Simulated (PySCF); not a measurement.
## A survey of ¹⁹F NMR shifts

PySCF 2.14.0 with density-fitted response routines calculation with σ from GIAO-PBE0/pcSseg-1 and geometry from GFN2-xTB; one conformer, isolated molecule, non-relativistic, fast rotation and ring inversion assumed for equivalent nuclei.

Shieldings were converted by a linear fit to measured shifts: ¹⁹F: δ = 146.13 − 0.903σ +14.6 on sp3 carbon (rms 6.0 ppm, 223 shifts, 7.0 ppm with the 5 outliers that the fit left out vs CFCl3, solution or neat liquid). A few per cent of atoms miss by over 2 rms, more outside the fitted compound classes.

Give the ¹⁹F shifts of `O=C1OCC[C@H](C(F)(F)F)O1`, `C=C(OC(C)=O)OC(F)(F)F`, `CC[Si@@H](S[SiH3])C(F)(F)F`, `N#CC[C@H](O)C(F)(F)F`, `O=CN1C[C@H]1C(F)(F)F`.

Answers


```
                  compound                     environment  δ (ppm)
  O=C1OCC[C@H](C(F)(F)F)O1    fluorine of a CF3 group (×3)    -80.8
     C=C(OC(C)=O)OC(F)(F)F  fluorine of an OCF3 group (×3)    -53.8
CC[Si@@H](S[SiH3])C(F)(F)F    fluorine of a CF3 group (×3)    -61.1
      N#CC[C@H](O)C(F)(F)F    fluorine of a CF3 group (×3)    -79.8
      O=CN1C[C@H]1C(F)(F)F    fluorine of a CF3 group (×3)    -73.9
```
